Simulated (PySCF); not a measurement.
trans-(1R,2R)-2-methoxycyclopropan-1-ol (C4H8O2), SMILES CO[C@@H]1C[C@H]1O.

The structure is a stationary point at B3LYP-D3(BJ)/def2-SVP. The values are those of a single conformer.

The numbers are results of PySCF 2.14.0 with TDA-LC-ωPBE/def2-SVPD, not measurements.

Vertical excitations. Isolated molecule, no solvent.

Computed excitation energies, oscillator strengths and character:
| state | energy (eV) | λ (nm) | f | main pairs |
|---|---|---|---|---|
| S1 | 7.48 | 166 | 0.007 | HOMO→LUMO 43 %, HOMO−2→LUMO 16 %, HOMO−1→LUMO 14 %, HOMO→LUMO+1 9 % |
| S2 | 7.91 | 157 | 0.015 | HOMO→LUMO+1 52 %, HOMO→LUMO 13 %, HOMO→LUMO+3 8 %, HOMO→LUMO+4 8 % |
| S3 | 8.31 | 149 | 0.007 | HOMO→LUMO+3 40 %, HOMO−1→LUMO 21 %, HOMO→LUMO 11 %, HOMO→LUMO+2 6 % |
| S4 | 8.47 | 146 | 0.002 | HOMO−1→LUMO 27 %, HOMO→LUMO+3 19 %, HOMO−2→LUMO 12 %, HOMO−1→LUMO+1 11 % |
| S5 | 8.62 | 144 | 0.022 | HOMO→LUMO+2 52 %, HOMO→LUMO+3 9 %, HOMO→LUMO+4 9 % |
| S6 | 8.88 | 140 | 0.036 | HOMO→LUMO+4 52 %, HOMO−2→LUMO+1 10 % |
| S7 | 8.94 | 139 | 0.034 | HOMO−1→LUMO+3 38 %, HOMO−1→LUMO 18 %, HOMO−1→LUMO+1 16 % |
| S8 | 9.18 | 135 | 0.059 | HOMO→LUMO+5 47 % |
| S9 | 9.31 | 133 | 0.004 | HOMO−1→LUMO+3 22 %, HOMO−1→LUMO+1 11 %, HOMO−2→LUMO+1 8 %, HOMO−1→LUMO+4 8 % |
| S10 | 9.38 | 132 | 0.012 | HOMO−1→LUMO+2 25 %, HOMO→LUMO+8 12 %, HOMO→LUMO+5 9 %, HOMO→LUMO 6 % |
| T1 | 7.15 | 173 | 0 | HOMO→LUMO 36 %, HOMO−2→LUMO 17 %, HOMO−1→LUMO 14 %, HOMO→LUMO+1 9 % |
| T2 | 7.66 | 162 | 0 | HOMO→LUMO+1 40 %, HOMO→LUMO+3 12 %, HOMO→LUMO+4 9 %, HOMO→LUMO 9 % |
| T3 | 8.04 | 154 | 0 | HOMO−1→LUMO 24 %, HOMO→LUMO+3 17 %, HOMO→LUMO 15 %, HOMO→LUMO+1 7 % |
| T4 | 8.15 | 152 | 0 | HOMO→LUMO+3 16 %, HOMO−1→LUMO 15 %, HOMO−2→LUMO 11 %, HOMO−1→LUMO+1 10 % |
Triplets are in the Tamm–Dancoff approximation.
